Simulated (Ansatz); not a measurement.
`[CH3][In]([NH2])[Br]` + H₂S → `[NH2][In]([SH])[Br]` + CH₄ at 298.15 K and 1 bar (ligand exchange at the In–C bond).

Isolated molecules relaxed with PBE0-D4/def2-TZVP in Ansatz; ΔE leaves out vibrations. CCSD(T)/CBS adds triple-zeta CCSD(T) − MP2 to the extrapolated MP2 energy (def2 sets, frozen cores). This one scheme is used for every species. Elements past krypton have def2 core potentials. For Br, In outer-core shells are correlated without core-valence functions, which leaves a few kJ/mol of doubt a bond. Scalar relativity is left out up to krypton. Each species was taken in one conformer, which may not be the lowest.

```tsv
species	CCSD(T)/CBS energy (Eh)	H − E (kJ/mol)	S (J/(mol·K))
`[CH3][In]([NH2])[Br]`	-2858.97077	184.1	384.3
H₂S	-398.97279	49.9	205.7
`[NH2][In]([SH])[Br]`	-3217.52044	114.4	379.4
CH₄	-40.46206	127.4	186.2
```

H − E and S are ideal-gas, rigid-rotor, harmonic terms from PBE0-D4/def2-TZVP, for one conformer and one mirror image of each species. 1 Eh = 2625.50 kJ/mol, R = 8.31446 J/(mol·K).

Problem. By hand: ΔE, ΔH, ΔS and ΔG.

Solution. ΔE = (-3217.52044) + (-40.46206) − (-2858.97077) − (-398.97279) = -0.03894 Eh = -102.2 kJ/mol. Δ(H − E) = 114.4 + 127.4 − 184.1 − 49.9 = 7.8, so ΔH = -94.4 kJ/mol. ΔS = 379.4 + 186.2 − 384.3 − 205.7 = -24.4 J/(mol·K). ΔG = -94.4 − 298.15 × (-24.4)/1000 = -87.1 kJ/mol.

Problem. By hand: the equilibrium constant, and the temperature at which ΔG would vanish if ΔH and ΔS stayed fixed.

Solution. log₁₀ K = −ΔG/(RT ln 10) = 15.3. ΔG = 0 at ΔH/ΔS = 3869 K, far beyond where these terms or the molecules hold.

ΔH outweighs TΔS. A doubt of 5 kJ/mol in ΔE shifts log₁₀ K by 0.9 here. Other conformers and mirror images would add mixing entropy, several J/(mol·K) or more a flexible species. Modes under 60 cm⁻¹, often nearly free rotors, make the harmonic entropy too high. These are equilibria of isolated gas molecules and say nothing of rates. Largest T1 diagnostic: 0.012 (customary marks: 0.02 for closed shells, 0.045 for open ones).
